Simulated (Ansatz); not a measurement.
A nudged elastic band was laid between two geometries of BCl2H + ClH (6 atoms, charge 0, multiplicity 1).

The calculation used RKS BHLYP/def2-SVP (Ansatz 0.2.0).

```yaml
movable_images: 5
climbing_image: yes
spring: 5.0 eV/Å²
optimiser: fire
start_path: through a guess of the saddle point
force_threshold: 0.05 eV/Å
iteration_limit: 60
end_points: relaxed
largest_step: 0.5 Å
```

Image 0:

```xyz
6
Properties=species:S:1:pos:R:3
B 0.003 0.459 -0.222
H 0.018 0.671 0.947
Cl 1.503 0.385 -1.100
Cl -1.520 0.300 -1.047
Cl 0.107 -2.678 1.162
H 0.018 -2.062 2.280
```

Image 6:

```xyz
6
Properties=species:S:1:pos:R:3
B 0.027 -0.678 -0.733
H -0.009 0.272 2.455
Cl 1.509 0.203 -0.970
Cl -1.504 0.117 -0.959
Cl 0.077 -2.359 -0.278
H 0.028 -0.478 2.505
```

(1) What changes between the two ends?

(2) Give the energies along the band, and the barrier.

(3) What is the geometry of the highest image?

## Answers

(1) Bonds broken: B1–H2, Cl5–H6. Bonds formed: B1–Cl5, H2–H6. BCl2H + ClH becomes BCl3 + H2.

(2) It converged. The highest image is number 3 of 0 to 6, 1.28 eV above the first end and 1.75 eV above the last; the last end lies 0.48 eV below the first. Another band between the same ends (5 images) ends at a top of the same energy, where a vibrational analysis finds 1 clearly imaginary mode. The orbitals stay closed-shell, which can raise the energy where a bond breaks towards radicals; this wasn't checked here.

| image | path coordinate (Å) | energy (eV) | B1–H2 (Å) | Cl5–H6 (Å) | B1–Cl5 (Å) |
| --- | --- | --- | --- | --- | --- |
| 0 | 0.00 | 0.00 | 1.19 | 1.28 | 3.43 |
| 1 | 0.69 | 0.04 | 1.19 | 1.28 | 3.13 |
| 2 | 1.38 | 0.31 | 1.20 | 1.29 | 2.75 |
| 3 | 2.07 | 1.28 | 1.29 | 1.54 | 2.10 |
| 4 | 2.83 | 0.12 | 1.92 | 2.20 | 1.79 |
| 5 | 3.58 | -0.41 | 2.67 | 2.74 | 1.75 |
| 6 | 4.34 | -0.48 | 3.33 | 3.36 | 1.74 |

(3) 
```xyz
6
Properties=species:S:1:pos:R:3:forces:R:3
B 0.014 -0.247 0.065 0.00 0.00 0.01
H 0.011 0.167 1.291 0.00 0.00 0.00
Cl 1.540 0.179 -0.710 0.00 0.00 0.00
Cl -1.537 0.105 -0.694 0.00 0.00 0.00
Cl 0.065 -2.253 0.685 0.00 0.00 0.00
H 0.036 -0.876 1.383 0.00 0.00 0.00
```

Run time: 7.2 min on 1 thread of Arm Neoverse V2, on a shared host, peak memory 0.16 GiB.
